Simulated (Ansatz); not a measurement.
Ansatz (a quantum-chemistry and plane-wave program) input (B3LYP-D3(BJ)/def2-TZVP):

Ansatz 0.2 input:
```yaml
crystal:
  periodic: [false, false, false]
  atoms:
    - {symbol: C, position_ang: [-1.75581218, -0.20252392, -0.13686037]}
    - {symbol: C, position_ang: [-1.37427717, 0.88966333, 0.78650927]}
    - {symbol: C, position_ang: [0.13867304, 1.02300984, 0.58254513]}
    - {symbol: C, position_ang: [0.59323660, -0.38686036, 0.18491606]}
    - {symbol: C, position_ang: [1.93656713, -0.41036789, -0.52855463]}
    - {symbol: C, position_ang: [-0.57082200, -0.90466474, -0.67548451]}
    - {symbol: H, position_ang: [-2.76905191, -0.46005844, -0.37646773]}
    - {symbol: H, position_ang: [-1.59791297, 0.62221376, 1.83053741]}
    - {symbol: H, position_ang: [-1.91210025, 1.82219273, 0.58640537]}
    - {symbol: H, position_ang: [0.65379686, 1.38942558, 1.46950085]}
    - {symbol: H, position_ang: [0.33868780, 1.71199600, -0.24019514]}
    - {symbol: H, position_ang: [0.65821262, -1.00213016, 1.08856543]}
    - {symbol: H, position_ang: [2.71862496, -0.01698395, 0.11752028]}
    - {symbol: H, position_ang: [1.89971977, 0.19710363, -1.43103451]}
    - {symbol: H, position_ang: [2.20258528, -1.42741890, -0.80902917]}
    - {symbol: H, position_ang: [-0.39886486, -0.64242532, -1.73094561]}
    - {symbol: H, position_ang: [-0.66931181, -1.99444225, -0.64132170]}
basis:
  gaussian:
    orbitals: def2-TZVP
hamiltonian:
  xc: b3lyp
  dispersion: d3bj
magnetization: {spin_polarized: true, initial_magnetization: 1}
relax: {f_tol: 0.002, max_steps: 150}
```

Output:

```
Functional definition: B3LYP
integrals: 0.20 GiB planned
1564 factors; their error is unknown
0.37 GiB of the device are held for the grids
1.54 GiB of device memory are held for the factors and their scratch space
mean field: 1.86 GiB planned
mean field evaluation 1: about -6386.8824 eV, gradient 5.7e1 eV
mean field evaluation 2: about -6369.5235 eV, gradient 8.2e1 eV
mean field evaluation 4: about -6402.7379 eV, gradient 4.3e0 eV
mean field evaluation 8: about -6402.8206 eV, gradient 5.3e-2 eV
mean field evaluation 16: about -6402.7720 eV, gradient 6.0e-4 eV
mean field -6402.77201164 eV, -235.2975314729 hartree, gradient 3.1e-5 eV, S^2 0.754278; 0 other end points of the search recorded, 0 dependent functions left out
the calculation of the forces begins
reference -6402.77232883 eV, -235.2975431294 hartree; 24, 23 occupied and 228, 229 virtual orbitals, 1564 factors
relax step   1: F+E_penalty+E_count = -6403.42689394 eV  Δ(F+E_penalty+E_count) = +0.000e0 eV  max|allowed force component| = 2.968e-1 eV/Å  Δτ_max = 0.0000 Å  (32 SCF iters, accepted)
these checks for a lower state are left out or cut short: starts, cluster_reference, orbital_swaps, neighbouring_geometries, increment
integrals: 0.20 GiB planned
1564 factors; their error is unknown
0.37 GiB of the device are held for the grids
1.54 GiB of device memory are held for the factors and their scratch space
mean field: 1.86 GiB planned
mean field -6402.79095762 eV, -235.2982277249 hartree, gradient 1.6e-5 eV, S^2 0.754338; 0 other end points of the search recorded, 0 dependent functions left out
the calculation of the forces begins
reference -6402.79127589 eV, -235.2982394212 hartree; 24, 23 occupied and 228, 229 virtual orbitals, 1564 factors
relax step   2: F+E_penalty+E_count = -6403.44222766 eV  Δ(F+E_penalty+E_count) = -1.533e-2 eV  max|allowed force component| = 1.327e-1 eV/Å  Δτ_max = 0.0299 Å  (33 SCF iters, accepted)
these checks for a lower state are left out or cut short: starts, cluster_reference, orbital_swaps, neighbouring_geometries, increment
integrals: 0.20 GiB planned
1564 factors; their error is unknown
0.37 GiB of the device are held for the grids
1.54 GiB of device memory are held for the factors and their scratch space
mean field: 1.86 GiB planned
mean field evaluation 32: about -6402.7934 eV, gradient 1.6e-5 eV
mean field -6402.79338603 eV, -235.2983169674 hartree, gradient 1.6e-5 eV, S^2 0.754359; 0 other end points of the search recorded, 0 dependent functions left out
the calculation of the forces begins
reference -6402.79370444 eV, -235.2983286687 hartree; 24, 23 occupied and 228, 229 virtual orbitals, 1564 factors
relax step   3: F+E_penalty+E_count = -6403.44413763 eV  Δ(F+E_penalty+E_count) = -1.910e-3 eV  max|allowed force component| = 4.600e-2 eV/Å  Δτ_max = 0.0135 Å  (33 SCF iters, accepted)
these checks for a lower state are left out or cut short: starts, cluster_reference, orbital_swaps, neighbouring_geometries, increment
integrals: 0.20 GiB planned
1564 factors; their error is unknown
0.37 GiB of the device are held for the grids
1.54 GiB of device memory are held for the factors and their scratch space
mean field: 1.86 GiB planned
mean field -6402.79347370 eV, -235.2983201893 hartree, gradient 1.6e-5 eV, S^2 0.754356; 0 other end points of the search recorded, 0 dependent functions left out
the calculation of the forces begins
reference -6402.79379197 eV, -235.2983318854 hartree; 24, 23 occupied and 228, 229 virtual orbitals, 1564 factors
relax step   4: F+E_penalty+E_count = -6403.44444260 eV  Δ(F+E_penalty+E_count) = -3.050e-4 eV  max|allowed force component| = 1.229e-2 eV/Å  Δτ_max = 0.0128 Å  (33 SCF iters, accepted)
these checks for a lower state are left out or cut short: starts, cluster_reference, orbital_swaps, neighbouring_geometries, increment
integrals: 0.20 GiB planned
1564 factors; their error is unknown
0.37 GiB of the device are held for the grids
1.54 GiB of device memory are held for the factors and their scratch space
mean field: 1.86 GiB planned
mean field -6402.79344175 eV, -235.2983190149 hartree, gradient 1.7e-5 eV, S^2 0.754355; 0 other end points of the search recorded, 0 dependent functions left out
the calculation of the forces begins
reference -6402.79375997 eV, -235.2983307095 hartree; 24, 23 occupied and 228, 229 virtual orbitals, 1564 factors
relax step   5: F+E_penalty+E_count = -6403.44448524 eV  Δ(F+E_penalty+E_count) = -4.264e-5 eV  max|allowed force component| = 8.152e-3 eV/Å  Δτ_max = 0.0054 Å  (34 SCF iters, accepted)
these checks for a lower state are left out or cut short: starts, cluster_reference, orbital_swaps, neighbouring_geometries, increment
integrals: 0.20 GiB planned
1564 factors; their error is unknown
0.37 GiB of the device are held for the grids
1.54 GiB of device memory are held for the factors and their scratch space
mean field: 1.86 GiB planned
mean field -6402.79341975 eV, -235.2983182066 hartree, gradient 1.7e-5 eV, S^2 0.754356; 0 other end points of the search recorded, 0 dependent functions left out
the calculation of the forces begins
reference -6402.79373796 eV, -235.2983299005 hartree; 24, 23 occupied and 228, 229 virtual orbitals, 1564 factors
relax step   6: F+E_penalty+E_count = -6403.44449328 eV  Δ(F+E_penalty+E_count) = -8.043e-6 eV  max|allowed force component| = 8.782e-4 eV/Å  Δτ_max = 0.0017 Å  (34 SCF iters, accepted)
integrals: 0.20 GiB planned
1564 factors; their error is unknown
0.37 GiB of the device are held for the grids
1.54 GiB of device memory are held for the factors and their scratch space
mean field: 1.86 GiB planned
mean field evaluation 64: about -6402.5387 eV, gradient 8.2e0 eV
mean field -6402.79341975 eV, -235.2983182066 hartree, gradient 1.7e-5 eV, S^2 0.754356; 1 other end points of the search recorded, 0 dependent functions left out
the calculation of the forces begins
reference -6402.79373796 eV, -235.2983299005 hartree; 24, 23 occupied and 228, 229 virtual orbitals, 1564 factors
Total energy: -6403.44481149 eV, -235.3222564115 hartree
Atom 0 at    -1.774194    -0.211855    -0.127794 Å, force    -0.000591     0.000031     0.000064 eV/Å
Atom 1 at    -1.383523     0.891359     0.800962 Å, force    -0.000307    -0.000352    -0.000683 eV/Å
Atom 2 at     0.132654     1.032313     0.573155 Å, force     0.000192    -0.000257    -0.000260 eV/Å
Atom 3 at     0.595205    -0.377451     0.169937 Å, force     0.000666     0.000196    -0.000283 eV/Å
Atom 4 at     1.952051    -0.423996    -0.515770 Å, force    -0.000419     0.000279    -0.000037 eV/Å
Atom 5 at    -0.576357    -0.901058    -0.688542 Å, force    -0.000160     0.000443     0.000011 eV/Å
Atom 6 at    -2.795744    -0.475067    -0.363232 Å, force     0.000878    -0.000019     0.000645 eV/Å
Atom 7 at    -1.590638     0.622569     1.848342 Å, force     0.000078    -0.000063     0.000127 eV/Å
Atom 8 at    -1.930130     1.822645     0.620852 Å, force    -0.000054     0.000226     0.000254 eV/Å
Atom 9 at     0.666107     1.417371     1.443450 Å, force     0.000075     0.000313     0.000049 eV/Å
Atom 10 at     0.317878     1.721151    -0.257225 Å, force     0.000038     0.000040     0.000115 eV/Å
Atom 11 at     0.638094    -0.988441     1.078884 Å, force    -0.000409    -0.000184     0.000429 eV/Å
Atom 12 at     2.740020    -0.037477     0.134466 Å, force    -0.000396    -0.000413    -0.000418 eV/Å
Atom 13 at     1.944247     0.180382    -1.426917 Å, force     0.000570    -0.000338     0.000512 eV/Å
Atom 14 at     2.222428    -1.444816    -0.795091 Å, force     0.000057     0.000653     0.000232 eV/Å
Atom 15 at    -0.412750    -0.626553    -1.743825 Å, force    -0.000085    -0.000290    -0.000411 eV/Å
Atom 16 at    -0.653400    -1.993347    -0.675047 Å, force    -0.000133    -0.000266    -0.000345 eV/Å
Dipole moment:     0.034199    -0.001114     0.025144 e Å
```

It need not be the lowest isomer of its formula.
